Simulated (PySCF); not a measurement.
# `[CH3][Ge@@H]([Cl])[SiH2][GeH3]`, CH$_{9}$ClGe$_{2}$Si

Geometry:
| atom | x (Å) | y (Å) | z (Å) |
| --- | --- | --- | --- |
| C1 | -1.982 | 1.173 | 0.638 |
| Ge2 | -1.361 | -0.645 | 0.325 |
| Cl3 | -1.166 | -0.865 | -1.846 |
| Si4 | 0.859 | -1.039 | 1.095 |
| Ge5 | 2.307 | 0.177 | -0.357 |
| H6 | -2.135 | 1.338 | 1.716 |
| H7 | -2.931 | 1.340 | 0.110 |
| H8 | -1.237 | 1.891 | 0.268 |
| H9 | -2.414 | -1.684 | 0.757 |
| H10 | 0.999 | -0.560 | 2.508 |
| H11 | 1.165 | -2.502 | 1.053 |
| H12 | 2.413 | -0.527 | -1.717 |
| H13 | 1.740 | 1.595 | -0.565 |
| H14 | 3.714 | 0.302 | 0.258 |

Method: PySCF 2.14.0, GIAO HSE06/pcSseg-1 magnetisability, rotational g tensor and spin-rotation constants, non-relativistic, gas phase. Geometry: PBE0-D3(BJ)/def2-SVP.

The calculation is non-relativistic, which matters for the atoms heavier than Zn.

**Question.** Give the nuclear spin-rotation constants along the inertial axes (H = +C I·J) beside the isotropic shieldings.

**Answer.** Rotational constants 1.8427, 0.6427, 0.5708 GHz. A star marks the isotopologue with that one atom substituted, in its own axes.
| atom | isotope | Caa (kHz) | Cbb (kHz) | Ccc (kHz) | mean (kHz) | σ (ppm) |
| --- | --- | --- | --- | --- | --- | --- |
| Cl3 | 35Cl | 0.210 | 0.057 | 0.040 | 0.102 | 991.9 |
| H6 | 1H | -0.212 | 0.000 | -0.058 | -0.090 | 31.0 |
| H7 | 1H | -0.046 | -0.056 | -0.052 | -0.051 | 30.2 |
| H8 | 1H | -0.077 | -0.069 | -0.031 | -0.059 | 30.3 |
| H9 | 1H | 0.002 | -0.053 | -0.021 | -0.024 | 25.6 |
| H10 | 1H | -0.162 | 0.014 | -0.050 | -0.066 | 27.6 |
| H11 | 1H | -0.163 | -0.061 | 0.020 | -0.068 | 27.4 |
| H12 | 1H | -0.165 | 0.005 | -0.039 | -0.066 | 27.4 |
| H13 | 1H | -0.152 | -0.058 | 0.011 | -0.067 | 27.6 |
| H14 | 1H | 0.018 | -0.046 | -0.052 | -0.027 | 27.6 |
| C1 | 13C* | 0.255 | 0.066 | 0.075 | 0.132 | 179.9 |
| Ge2 | 73Ge* | -0.619 | -0.179 | -0.182 | -0.327 | 1299.3 |
| Si4 | 29Si* | -0.939 | -0.334 | -0.303 | -0.526 | 442.5 |
| Ge5 | 73Ge* | -0.429 | -0.149 | -0.133 | -0.237 | 1669.3 |

For the geometry as given, no vibrational averaging.
